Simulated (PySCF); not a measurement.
Molecule: SMILES CCc1cccc(F)c1, C8H9F.

Bonds (- single, = double, # triple, : aromatic): C1-C2, C2-C3, C3:C4, C4:C5, C5:C6, C6:C7, C7-F8, C7:C9, C9:C3. C1 carries H10, H11, H12; C2 carries H13, H14; C4 carries H15; C5 carries H16; C6 carries H17; C9 carries H18.

Geometry GFN2-xTB throughout; GIAO in PySCF 2.14, gas phase, one conformer, non-relativistic; equivalent atoms averaged; basis pcSseg-1.

Question: How do the shifts δ (against TMS, CFCl3 at the same level) depend on the functional? (a selection of nuclei; ppm; last column core-seconds on 1 thread of an Arm Neoverse V1, shared host; the GGAs took longer than the global hybrids here, which isn't the general rule, and the cause wasn't traced)

Answer: 
```tsv
functional	kind	C3	C5	C2	C1	F8	H16	H17	H13/H14	H10/H11/H12	core-s
BP86	GGA	152.3	133.0	37.1	23.1	-126.8	7.42	7.00	2.66	1.23	37
revPBE	GGA	149.5	131.0	37.0	22.9	-121.2	7.43	6.99	2.67	1.22	43
PBE0	global hybrid	154.2	135.9	35.1	22.3	-115.7	7.58	7.18	2.65	1.22	35
HSE06	range-separated hybrid	154.6	136.0	35.2	22.4	-117.0	7.56	7.16	2.65	1.22	71
```

Question: Which nucleus among those listed moves most, in ppm?

Answer: F8 (aryl fluorine): from -126.8 ppm with BP86 to -115.7 ppm with PBE0. The smallest spread is 0.01 ppm, at H10/H11/H12. Proton shifts span only some 12 ppm, so a few tenths of a ppm matter as much there as several ppm in carbon.
